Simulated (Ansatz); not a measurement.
`CB(F)F` at its PBE0-D4/def2-TZVP geometry, where that method's forces vanish. Total charge 0; spin multiplicity 1.

| atom | x (Å) | y (Å) | z (Å) |
| --- | --- | --- | --- |
| C1 | -0.127 | 0.241 | 0.645 |
| B2 | 0.125 | -0.286 | -0.796 |
| F3 | -0.570 | 0.127 | -1.842 |
| F4 | 1.068 | -1.180 | -1.049 |
| H5 | -0.994 | 0.897 | 0.709 |
| H6 | -0.254 | -0.592 | 1.341 |
| H7 | 0.752 | 0.794 | 0.992 |

(1) For each bond, give half the difference of the two atoms' forces along it (eV/Å; positive pushes the atoms apart) under PBE-D4, r2SCAN-D4, B3LYP-D4, ωB97M-V in def2-TZVPP. (An estimate is asked.)

## Answers

(1) Ansatz gave: 
```csv
bond,length (Å),PBE-D4,r2SCAN-D4,B3LYP-D4,ωB97M-V
C1–B2,1.555,-0.26,-0.12,-0.03,-0.03
C1–H5,1.089,0.11,-0.02,-0.04,-0.06
C1–H6,1.093,0.12,0.00,-0.04,-0.07
C1–H7,1.095,0.12,0.00,-0.04,-0.07
B2–F3,1.322,0.46,0.15,0.15,0.17
B2–F4,1.324,0.46,0.15,0.15,0.17
```

B3LYP here is the variant with VWN-RPA as its local correlation; programs differ in this.
